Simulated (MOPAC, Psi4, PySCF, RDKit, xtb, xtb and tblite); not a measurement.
Two geometries of C2H4BNO2, SMILES N#CCB(O)O, relaxed at GFN2-xTB with one dihedral held; other torsions can differ between them too.

Structure A

```
10

N     -2.1401     1.7006     0.0993
C     -1.5811     0.7051     0.0235
C     -0.8576    -0.5331    -0.0453
B      0.7341    -0.2393    -0.0352
O      1.4692    -0.1648     1.0989
O      1.3414    -0.0902    -1.2209
H     -1.1683    -1.1586     0.7946
H     -1.1377    -1.0319    -0.9741
H      1.0192    -0.2397     1.9382
H      2.2799     0.0984    -1.1792
```

Structure B

```
10

N     -2.1536     1.7168     0.1431
C     -1.6059     0.7167     0.0377
C     -0.8536    -0.4971    -0.0651
B      0.7408    -0.2150    -0.0210
O      1.2963     0.8205     0.6464
O      1.5340    -1.0919    -0.6576
H     -1.1320    -1.1485     0.7671
H     -1.1231    -1.0103    -0.9890
H      0.7095     1.4532     1.0595
H      2.4719    -0.9054    -0.5950
```

### Question
Which is lower in energy at the level DF-MP2 (frozen core)/cc-pVTZ // GFN2-xTB (Psi4), and by how much?

### Answer
B is lower, by 10.73 kJ/mol (dihedral C2–C3–B4–O5: 90° in A, 30° in B).

E(B) − E(A) in kJ/mol at the other levels, on the same two geometries: GFN2-xTB (xtb and tblite) -4.98; PBE0/def2-TZVP // GFN2-xTB (Psi4) -10.75; PBE0-D3(BJ)/def2-TZVP // GFN2-xTB (Psi4) -11.02; PBE/def2-TZVP // GFN2-xTB (Psi4) -10.42; PBE-D3(BJ)/def2-TZVP // GFN2-xTB (Psi4) -10.79; HF/cc-pVTZ // GFN2-xTB (Psi4) -9.99; UFF // GFN2-xTB (RDKit) 3.40; AM1, restricted, heats of formation // GFN2-xTB (MOPAC) -4.35; PM6, restricted, heats of formation // GFN2-xTB (MOPAC) -4.33; GFN1-xTB // GFN2-xTB (xtb) -3.93; restricted B3LYP/6-31G*, spherical d, density fitting // GFN2-xTB (PySCF) -11.27; restricted Hartree-Fock/3-21G // GFN2-xTB (PySCF) -13.01; restricted Hartree-Fock/STO-3G // GFN2-xTB (PySCF) -5.05.
